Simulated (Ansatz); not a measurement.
Basis sets compared for [TaO2F2]- (TaO₂F₂⁻). The state is a singlet with charge -1. Geometry PBE-D4/def2-SVPD. Ansatz on 4 threads of AMD EPYC 9B45 on a shared host; times are rough, and most runs start from earlier orbitals.

```xyz
5

Ta    0.0109   -0.0165   -0.0066
O     0.3348   -1.5036    0.9311
O     0.7864   -0.1981   -1.6069
F     0.7966    1.5247    0.9260
F    -1.9287    0.1935   -0.2436
```

In the def2 sets Ta takes a core potential; there is no spin–orbit coupling.

```
            level  functions  energy (Eh)  HOMO (eV)  LUMO (eV)  wall time
 PBE-D4/def2-SVPD        127    -406.9753      -1.40       3.06     0.45 s
PBE0-D4/def2-SVPD        127    -406.8946      -2.94       3.67     0.45 s
```

Task: Estimate the rows for PBE-D4/def2-TZVPD, PBE0-D4/def2-TZVPD (with forces).

Result: 
```json
{"level": "PBE-D4/def2-TZVPD", "functions": "203", "energy (Eh)": "-407.3885", "HOMO (eV)": "-1.32", "LUMO (eV)": "2.93", "wall time": "0.65 s"}
{"level": "PBE0-D4/def2-TZVPD (with forces)", "functions": "203", "energy (Eh)": "-407.3115", "HOMO (eV)": "-2.83", "LUMO (eV)": "3.47", "wall time": "1.4 s"}
```
